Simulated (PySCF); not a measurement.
`[Br][GeH2][PH2]`. Theory: PySCF 2.14.0, PBE0-D3(BJ)/def2-SVP geometry optimisation, gas phase.

```
atom  x, y, z in Å
P1     0.9362   -0.4418   -1.4506
Ge2   -1.1858    0.2843   -0.8669
Br3   -2.6784   -1.3086   -1.6339
H4     0.9735   -1.4102   -0.4012
H5     1.5596    0.5680   -0.6494
H6    -1.5128    1.5993   -1.5931
H7    -1.4388    0.4055    0.6456
```

Question: Give the dihedral angles H5–P1–Ge2–H6, H5–P1–Ge2–Br3, H4–P1–Ge2–H7.

Answer: H5–P1–Ge2–H6 74° (synclinal); H5–P1–Ge2–Br3 -170° (antiperiplanar); H4–P1–Ge2–H7 41° (synclinal). Dihedral signs follow IUPAC: positive where, seen along the central bond, the front bond turns clockwise onto the rear one.

Question: What is the longest distance between nuclei?

Answer: Br3···H5, 4.74 Å; the next longest distance is 4.08 Å.

Question: Where is the centre of mass (commonest isotopes), and what is the radius of gyration?

Answer: Mass 187.845 u; centre at (-1.440, -0.505, -1.277) Å; Rg = √(Σ m r²/M) = 1.545 Å. As Ia + Ib + Ic = 2 Σ m r², the three principal moments sum to 897.0 u·Å².

Question: Work out the bond lengths P1–Ge2, P1–H4, P1–H5, Ge2–Br3, Ge2–H6, Ge2–H7 in Å.

Answer: For P1–Ge2 the difference vector is (-2.1220, 0.7261, 0.5837) Å, of length 2.3175 Å. P1–Ge2 2.318; P1–H4 1.428; P1–H5 1.432; Ge2–Br3 2.314; Ge2–H6 1.537; Ge2–H7 1.538 Å.

Question: What is the repulsion energy of the bare nuclei, Σ ZA·ZB/RAB?

Answer: 512.29 Eh over 21 pairs, with full nuclear charges and distances in bohr; the largest single term is 256.15 Eh (Ge2 with Br3).

Question: What are the angles Ge2–P1–H5, Ge2–P1–H4, Br3–Ge2–H6, P1–Ge2–H7, P1–Ge2–Br3, P1–Ge2–H6?

Answer: From the scalar product of the two bond vectors; for Ge2–P1–H5 it is -0.1220 Å² over 2.3175 × 1.4319 Å², cos θ = -0.0368. Ge2–P1–H5 92.1°; Ge2–P1–H4 92.9°; Br3–Ge2–H6 107.2°; P1–Ge2–H7 115.0°; P1–Ge2–Br3 106.9°; P1–Ge2–H6 110.1°.

Question: How far apart are these pairs, which share no bond: P1···Br3, Br3···H4, Br3···H6, Br3···H7?

Answer: P1···Br3 3.722 Å (2 bonds apart); Br3···H4 3.856 Å (3 bonds apart); Br3···H6 3.133 Å (2 bonds apart); Br3···H7 3.110 Å (2 bonds apart).

Whether it is a minimum is left open (no frequencies). The numbers are those of one conformer.
